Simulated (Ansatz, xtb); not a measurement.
**Ranking isomers of F2GeH3Sb**

4 gas-phase structures of F2GeH3Sb, found in a search over its isomers (lower ones may exist). Each was relaxed with GFN2-xTB:

A. a singlet given by its coordinates
B. `[F][GeH]([F])[SbH2]`, a singlet
C. `[F][Sb]([F])[GeH3]`, a singlet
D. `[F][GeH2][SbH][F]`, a singlet

A (Å):

```xyz
7

F    -1.7917   -0.7433   -0.4198
F    -1.8916   -2.4960    1.6020
Ge   -1.0442   -2.3539   -0.0064
Sb    1.3249   -0.8420    1.4356
H     1.4640    0.4076    2.5533
H     2.6050   -0.1612    0.5690
H     2.4555   -1.7212    2.3303
```

Close contacts (Å): F1–Ge3 1.82, F2–Ge3 1.82, Ge3–Sb4 3.16, Sb4–H5 1.68, Sb4–H6 1.69, Sb4–H7 1.69.

Question: Estimate their order in r2SCAN-D4/def2-SVP energy at these geometries, lowest first.

Answer: Calculated order at r2SCAN-D4/def2-SVP: B (0.0), A (13.6), C (14.3), D (16.5) kcal/mol. Less than 1 kcal/mol parts A and C, so the order within that pair means little.

Energies above the lowest of each column, in kcal/mol; the last columns are at PBE0-D3(BJ)/def2-SVP geometries (a dash: not run or not comparable):

```
structure  GFN2-xTB  HF/STO-3G  r2SCAN-D4/def2-SVP  PBE0-D3(BJ)/def2-SVP  CCSD(T)/def2-SVP + ΔMP2/def2-TZVPP
        B       9.6        0.0                 0.0                   0.0                                 0.0
        A       0.0       32.8                13.6                  16.8                                17.7
        C      10.2        1.7                14.3                  19.0                                   –
        D      10.2        7.1                16.5                  17.5                                16.7
```

CCSD(T)/def2-SVP + ΔMP2/def2-TZVPP puts B lowest of those it was run on; GFN2-xTB picks A. CCSD(T)/def2-SVP + ΔMP2/def2-TZVPP orders those it was run on as B (0.0), D (16.7), A (17.7) kcal/mol. Flexible structures stand in one conformer each, not always the lowest. Frequencies (PBE0-D3(BJ)/def2-SVP) were run for A, B, D alone. Atoms past krypton carry core potentials in the def2 sets, without spin–orbit terms. ΔMP2 is the change of the MP2 energy from the smaller to the larger basis.

Over these structures GFN2-xTB departs from r2SCAN-D4/def2-SVP by 6.6 kcal/mol on average once a common shift is removed. A GFN2-xTB relaxation took about 0.11 s and the r2SCAN-D4/def2-SVP energy about 3.2 s on a shared host (Ansatz 0.2.0, xtb 6.7.1).
